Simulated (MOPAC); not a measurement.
MOPAC input (PM7):

```
PM7 PRECISE GNORM=0.05 LET XYZ CHARGE=-1 GEO-OK AUX(PRECISION=9) THREADS=1
C4H9O

C    -1.59398935 1   -0.83370354 1   -0.37739831 1
C    -0.49357677 1    0.03545247 1    0.22280101 1
C    -0.43300848 1    1.41495467 1   -0.41984486 1
C     0.92145471 1   -0.64229115 1    0.12666913 1
O     1.91351845 1    0.05959811 1    0.64735560 1
H    -2.59056419 1   -0.38824469 1   -0.27109940 1
H    -1.61277672 1   -1.81976512 1    0.09913087 1
H    -1.41502128 1   -0.99000838 1   -1.44735582 1
H    -0.68524904 1    0.16559733 1    1.29663985 1
H    -0.31333031 1    1.32081206 1   -1.50685646 1
H     0.45001133 1    1.92484359 1   -0.02852270 1
H    -1.33069180 1    2.01690359 1   -0.23010263 1
H     0.75946903 1   -1.67348806 1    0.58478160 1
H     1.02472484 1   -0.87990980 1   -0.98882185 1
```

Output:

```
 *******************************************************************************
 **                                                                           **
 **                              MOPAC v23.2.5                                **
 **                                                                           **
 *******************************************************************************
 ** MOPAC's Digital Object Identifier: https://doi.org/10.5281/zenodo.6511958 **
 **                                                                           **
 ** Please cite the open-source release paper for use of this MOPAC version:  **
 ** J. E. Moussa and J. J. P. Stewart (2026)                                  **
 ** MOPAC: An open-source semiempirical molecular orbital program             **
 ** J. Open Source Softw., 11(119), 8025, https://doi.org/10.21105/joss.08025 **
 *******************************************************************************

                              PM7 CALCULATION RESULTS

 *******************************************************************************
 *  PM7        - The PM7 Hamiltonian to be used
 *  GEO-OK     - OVERRIDE INTERATOMIC DISTANCE AND OTHER SAFETY CHECKS
 *
 *
 *
 *                 CHARGE ON SYSTEM = -1
 *
 *
 *
 *  LET        - OVERRIDE SOME SAFETY CHECKS
 *  PRECISE    - TIGHTER CRITERIA TO BE USED
 *  XYZ        - CARTESIAN COORDINATE SYSTEM TO BE USED
 *  GNORM      - EXIT WHEN GRADIENT NORM DROPS BELOW 0.050
 *  AUX        - OUTPUT AUXILIARY INFORMATION
 *******************************************************************************
PM7 PRECISE GNORM=0.05 LET XYZ CHARGE=-1 GEO-OK AUX(PRECISION=9) THREADS=1
 C4H9O

   ATOM   CHEMICAL          X               Y               Z
  NUMBER   SYMBOL      (ANGSTROMS)     (ANGSTROMS)     (ANGSTROMS)

     1       C         -1.59398935  *  -0.83370354  *  -0.37739831  *
     2       C         -0.49357677  *   0.03545247  *   0.22280101  *
     3       C         -0.43300848  *   1.41495467  *  -0.41984486  *
     4       C          0.92145471  *  -0.64229115  *   0.12666913  *
     5       O          1.91351845  *   0.05959811  *   0.64735560  *
     6       H         -2.59056419  *  -0.38824469  *  -0.27109940  *
     7       H         -1.61277672  *  -1.81976512  *   0.09913087  *
     8       H         -1.41502128  *  -0.99000838  *  -1.44735582  *
     9       H         -0.68524904  *   0.16559733  *   1.29663985  *
    10       H         -0.31333031  *   1.32081206  *  -1.50685646  *
    11       H          0.45001133  *   1.92484359  *  -0.02852270  *
    12       H         -1.33069180  *   2.01690359  *  -0.23010263  *
    13       H          0.75946903  *  -1.67348806  *   0.58478160  *
    14       H          1.02472484  *  -0.87990980  *  -0.98882185  *

          CARTESIAN COORDINATES

    NO.       ATOM           X           Y           Z

     1         C         -1.5940     -0.8337     -0.3774
     2         C         -0.4936      0.0355      0.2228
     3         C         -0.4330      1.4150     -0.4198
     4         C          0.9215     -0.6423      0.1267
     5         O          1.9135      0.0596      0.6474
     6         H         -2.5906     -0.3882     -0.2711
     7         H         -1.6128     -1.8198      0.0991
     8         H         -1.4150     -0.9900     -1.4474
     9         H         -0.6852      0.1656      1.2966
    10         H         -0.3133      1.3208     -1.5069
    11         H          0.4500      1.9248     -0.0285
    12         H         -1.3307      2.0169     -0.2301
    13         H          0.7595     -1.6735      0.5848
    14         H          1.0247     -0.8799     -0.9888

 General Reference for PM7:
 "Optimization of Parameters for Semiempirical Methods VI: More Modifications to the
 NDDO Approximations and Re-optimization of Parameters", J. J. P. Stewart, J. Mol. Mod., 1:32, 19 (2013)
 https://link.springer.com/article/10.1007/s00894-012-1667-x

           Empirical Formula: C4 H9 O  =    14 atoms

      MOLECULAR POINT GROUP   :   C1

      RHF CALCULATION, NO. OF DOUBLY OCCUPIED LEVELS = 16

          Geometry optimization using EF

          DIAGONAL MATRIX USED AS START HESSIAN

 CYCLE:     1  GRAD.:    57.290 HEAT: -53.17987
 CYCLE:     2  GRAD.:   162.239 HEAT: -46.35577
 CYCLE:     3  GRAD.:   177.616 HEAT: -43.93145
 CYCLE:     4  GRAD.:   135.920 HEAT: -48.39344
 CYCLE:     5  GRAD.:   131.051 HEAT: -47.23947
 CYCLE:     6  GRAD.:   120.882 HEAT: -48.91187
 CYCLE:     7  GRAD.:   162.996 HEAT: -45.89044
 CYCLE:     8  GRAD.:   138.757 HEAT: -47.73245
 CYCLE:     9  GRAD.:   127.492 HEAT: -48.57892
 CYCLE:    10  GRAD.:   145.710 HEAT: -47.46927
 CYCLE:    11  GRAD.:   116.161 HEAT: -49.62622
 CYCLE:    12  GRAD.:   125.374 HEAT: -49.10027
 CYCLE:    13  GRAD.:    99.816 HEAT: -51.54528
 CYCLE:    14  GRAD.:   102.598 HEAT: -50.25390
 CYCLE:    15  GRAD.:    62.749 HEAT: -54.28901
 CYCLE:    16  GRAD.:    57.857 HEAT: -54.35286
 CYCLE:    17  GRAD.:    97.078 HEAT: -52.40988
 CYCLE:    18  GRAD.:    34.575 HEAT: -55.14585
 CYCLE:    19  GRAD.:    65.326 HEAT: -53.82983
 CYCLE:    20  GRAD.:    20.666 HEAT: -55.55038
 CYCLE:    21  GRAD.:    46.961 HEAT: -54.64997
 CYCLE:    22  GRAD.:    16.007 HEAT: -55.65046
 CYCLE:    23  GRAD.:    51.675 HEAT: -54.62071
 CYCLE:    24  GRAD.:     7.312 HEAT: -55.73980
 CYCLE:    25  GRAD.:    15.564 HEAT: -55.63873
 CYCLE:    26  GRAD.:     6.240 HEAT: -55.75390
 CYCLE:    27  GRAD.:    11.842 HEAT: -55.69029
 CYCLE:    28  GRAD.:     1.107 HEAT: -55.77308
 CYCLE:    29  GRAD.:     1.316 HEAT: -55.77386
 CYCLE:    30  GRAD.:     0.646 HEAT: -55.77589
 CYCLE:    31  GRAD.:     0.954 HEAT: -55.78023
 CYCLE:    32  GRAD.:     1.727 HEAT: -55.78633
 CYCLE:    33  GRAD.:     1.980 HEAT: -55.79274
 CYCLE:    34  GRAD.:     0.837 HEAT: -55.79607
 CYCLE:    35  GRAD.:     0.883 HEAT: -55.79912
 CYCLE:    36  GRAD.:     1.398 HEAT: -55.80220
 CYCLE:    37  GRAD.:     1.775 HEAT: -55.80852
 CYCLE:    38  GRAD.:     1.431 HEAT: -55.80975
 CYCLE:    39  GRAD.:     0.242 HEAT: -55.81054
 CYCLE:    40  GRAD.:     0.102 HEAT: -55.81061
 CYCLE:    41  GRAD.:     0.106 HEAT: -55.81067
 CYCLE:    42  GRAD.:     0.245 HEAT: -55.81090
 CYCLE:    43  GRAD.:     0.253 HEAT: -55.81112
 CYCLE:    44  GRAD.:     0.161 HEAT: -55.81129
 CYCLE:    45  GRAD.:     0.121 HEAT: -55.81138
 CYCLE:    46  GRAD.:     0.155 HEAT: -55.81152
 CYCLE:    47  GRAD.:     0.155 HEAT: -55.81163
 CYCLE:    48  GRAD.:     0.081 HEAT: -55.81171
 CYCLE:    49  GRAD.:     0.038 HEAT: -55.81175

     GRADIENT =  0.03809 IS LESS THAN CUTOFF =  0.05000

 -------------------------------------------------------------------------------
 PM7 PRECISE GNORM=0.05 LET XYZ CHARGE=-1 GEO-OK AUX(PRECISION=9) THREADS=1
 C4H9O

     GEOMETRY OPTIMISED USING EIGENVECTOR FOLLOWING (EF).
     SCF FIELD WAS ACHIEVED

                              PM7 CALCULATION
                                                       MOPAC v23.2.5 Linux

          FINAL HEAT OF FORMATION =        -55.81175 KCAL/MOL =    -233.51635 KJ/MOL

          COSMO AREA              =        121.48 SQUARE ANGSTROMS
          COSMO VOLUME            =        110.72 CUBIC ANGSTROMS

          GRADIENT NORM           =          0.03809          =       0.01018 PER ATOM
          IONIZATION POTENTIAL    =          2.215845 EV
          HOMO LUMO ENERGIES (EV) =         -2.216  8.979
          NO. OF FILLED LEVELS    =         16
          MOLECULAR WEIGHT        =         73.1145         POINT GROUP:  C1

          MOLECULAR DIMENSIONS (Angstroms)

            Atom       Atom       Distance
            H     6    O     5     4.57545
            H    13    H    12     3.90317
            H    10    H     9     2.77100

          SCF CALCULATIONS        =         50

   ATOM   CHEMICAL          X               Y               Z
  NUMBER   SYMBOL      (ANGSTROMS)     (ANGSTROMS)     (ANGSTROMS)

     1       C         -1.60377982  *  -0.83548507  *  -0.36629659  *
     2       C         -0.50132329  *   0.04416532  *   0.23525791  *
     3       C         -0.44461673  *   1.41209167  *  -0.44267603  *
     4       C          0.94134596  *  -0.65554175  *   0.08644653  *
     5       O          1.87032656  *   0.03310878  *   0.69734479  *
     6       H         -2.58148891  *  -0.35797331  *  -0.28406803  *
     7       H         -1.64500444  *  -1.79931144  *   0.14741039  *
     8       H         -1.40452531  *  -1.02799106  *  -1.42389306  *
     9       H         -0.66037809  *   0.17308212  *   1.32149249  *
    10       H         -0.37342102  *   1.31744113  *  -1.52732615  *
    11       H          0.48036754  *   1.91113127  *  -0.09998004  *
    12       H         -1.30103111  *   2.03602929  *  -0.19311725  *
    13       H          0.83569946  *  -1.68284689  *   0.51042835  *
    14       H          1.14038518  *  -0.75558338  *  -1.00598063  *

                             CARTESIAN COORDINATES

   1    C       -1.603779825    -0.835485065    -0.366296592
   2    C       -0.501323289     0.044165322     0.235257911
   3    C       -0.444616728     1.412091672    -0.442676032
   4    C        0.941345960    -0.655541749     0.086446527
   5    O        1.870326560     0.033108778     0.697344788
   6    H       -2.581488914    -0.357973308    -0.284068031
   7    H       -1.645004435    -1.799311437     0.147410392
   8    H       -1.404525308    -1.027991060    -1.423893060
   9    H       -0.660378093     0.173082124     1.321492489
  10    H       -0.373421016     1.317441128    -1.527326146
  11    H        0.480367537     1.911131266    -0.099980043
  12    H       -1.301031106     2.036029295    -0.193117252
  13    H        0.835699460    -1.682846888     0.510428346
  14    H        1.140385177    -0.755583384    -1.005980627

           Empirical Formula: C4 H9 O  =    14 atoms

      MOLECULAR POINT GROUP   :   C1

                  EIGENVALUES
 -23.91326 -20.18359 -19.45505 -15.95997 -13.89289 -11.05352 -10.29203  -9.75115
  -9.15389  -8.37789  -7.40718  -6.89891  -6.51380  -6.08708  -2.33653  -2.21585
   8.97902   9.27510   9.59658   9.91160  10.05813  10.45301  10.56549  10.98342
  11.49297  11.70603  11.91204  11.98174  12.81831

              NET ATOMIC CHARGES AND DIPOLE CONTRIBUTIONS

  ATOM NO.   TYPE          CHARGE      No. of ELECS.   s-Pop       p-Pop
    1          C          -0.455654        4.4557     1.05479     3.40087
    2          C          -0.187890        4.1879     1.07907     3.10882
    3          C          -0.440586        4.4406     1.05254     3.38805
    4          C           0.215693        3.7843     1.05567     2.72864
    5          O          -0.988012        6.9880     1.90087     5.08714
    6          H           0.106715        0.8933     0.89329
    7          H           0.119942        0.8801     0.88006
    8          H           0.122855        0.8771     0.87715
    9          H           0.116013        0.8840     0.88399
   10          H           0.113666        0.8863     0.88633
   11          H           0.175316        0.8247     0.82468
   12          H           0.092704        0.9073     0.90730
   13          H           0.002668        0.9973     0.99733
   14          H           0.006572        0.9934     0.99343
 DIPOLE           X         Y         Z       TOTAL
 POINT-CHG.    -6.465    -0.581    -2.708     7.033
 HYBRID        -0.522     0.220    -0.115     0.578
 SUM           -6.987    -0.361    -2.823     7.544

          ATOMIC ORBITAL ELECTRON POPULATIONS

     Atom    s        px        py        pz
    1  C   1.05479   1.11982   1.13358   1.14746
    2  C   1.07907   1.07617   0.97110   1.06155
    3  C   1.05254   1.15563   1.10252   1.12990
    4  C   1.05567   0.82577   0.92764   0.97523
    5  O   1.90087   1.55446   1.73713   1.79556
    6  H   0.89329
    7  H   0.88006
    8  H   0.87715
    9  H   0.88399
   10  H   0.88633
   11  H   0.82468
   12  H   0.90730
   13  H   0.99733
   14  H   0.99343

 **********************
 *                    *
 * JOB ENDED NORMALLY *
 *                    *
 **********************

 == MOPAC DONE ==
```

The dipole moment of an ion depends on the origin.

The geometry given is a B3LYP-D3(BJ)/def2-TZVP minimum.
